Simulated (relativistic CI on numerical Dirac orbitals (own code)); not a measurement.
Slater and spin-orbit integrals, Pr21+

Method of calculation: Dirac-Coulomb-Breit CI, orbitals from a KLI potential per configuration, model QED (radiative potential, 1s self-energy scaled to tabulated hydrogen-like ionisation energies), unscaled Slater integrals (own radial code, finite nucleus).

Slater integrals F^k, G^k are unscaled and averaged over j, outside the closed core [Ar] 3d10; ζ comes from projecting the Hamiltonian with its Breit term on Σ l·s of the shell.

- 4s2 4p6 4d2: F^2(4d,4d) = 163120, F^4(4d,4d) = 110840, ζ(4d) = 15781 cm⁻¹; <r>(4d) = 0.6205, <r^2>(4d) = 0.4395 (bohr units).
- 4s2 4p5 4d3: ζ(4p) = 134170, F^2(4d,4d) = 163120, F^4(4d,4d) = 110840, F^2(4p,4d) = 166530, G^1(4p,4d) = 209390, G^3(4p,4d) = 133270, ζ(4d) = 15716 cm⁻¹; <r>(4p) = 0.6014, <r^2>(4p) = 0.4085, <r>(4d) = 0.6204, <r^2>(4d) = 0.4394 (bohr units).
- 4s2 4p6 4d 4f: ζ(4d) = 15788, F^2(4d,4f) = 161300, F^4(4d,4f) = 105840, G^1(4d,4f) = 177710, G^3(4d,4f) = 119280, G^5(4d,4f) = 86726, ζ(4f) = 1758.8 cm⁻¹; <r>(4d) = 0.6208, <r^2>(4d) = 0.4401, <r>(4f) = 0.6174, <r^2>(4f) = 0.435 (bohr units).

Task: Give the Racah parameters of the d shell in 4s2 4p6 4d2.

Result: B = F²/49 − 5F⁴/441 = 2072 cm⁻¹ and C = 35F⁴/441 = 8796 cm⁻¹.

Averages of the first 10 configurations, taken without configuration mixing, which lowers the lowest level and can move excited configurations by several eV; other configurations of the list can lie among them:

| Configuration | Parity | States | Average energy above the lowest level (eV) |
| --- | --- | --- | --- |
| 4s2 4p6 4d2 | even | 45 | 10.6 |
| 4s2 4p5 4d3 | odd | 720 | 127.3 |
| 4s2 4p6 4d 4f | odd | 140 | 138.1 |
| 4s 4p6 4d3 | even | 240 | 214.9 |
| 4s2 4p5 4d2 4f | even | 3780 | 253.1 |
| 4s2 4p6 4d 5s | even | 20 | 200.9 |
| 4s 4p6 4d2 4f | odd | 1260 | 340.9 |
| 4s2 4p6 4d 5p | odd | 60 | 234.5 |
| 4s2 4p6 4f 5s | odd | 28 | 328.9 |
| 4s2 4p6 4d 5d | even | 100 | 283.9 |
